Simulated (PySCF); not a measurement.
## Radial density of Os⁷⁵⁺ (osmium, charge +75)

UHF, 1s1, 2S determinant. All numbers are calculated (PySCF 2.14, no relativity, point nucleus, in an uncontracted even-tempered set (15 s from 230 bohr⁻², ratio 2.2; 7 p from 340 bohr⁻², ratio 2.4; 4 d from 1000 bohr⁻², ratio 2.4; 3 f from 1500 bohr⁻², ratio 2.4; 3 g from 2300 bohr⁻², ratio 2.4)).

| r (bohr) | 4πr²ρ (e/bohr) | 4πr²(ρα − ρβ) |
| --- | --- | --- |
| 0.000339 | 0.1914 | 0.1914 |
| 0.000570 | 0.5228 | 0.5228 |
| 0.000958 | 1.394 | 1.3941 |
| 0.00161 | 3.571 | 3.5715 |
| 0.00271 | 8.549 | 8.5490 |
| 0.00456 | 18.26 | 18.2602 |
| 0.00767 | 32.20 | 32.1987 |
| 0.0129 | 41.13 | 41.1265 |
| 0.0217 | 30.54 | 30.5378 |
| 0.0365 | 9.106 | 9.1063 |
| 0.0614 | 0.5852 | 0.5852 |
| 0.103 | 0.002721 | 0.0027 |

A non-relativistic calculation at this Z misses sizeable relativistic shifts.
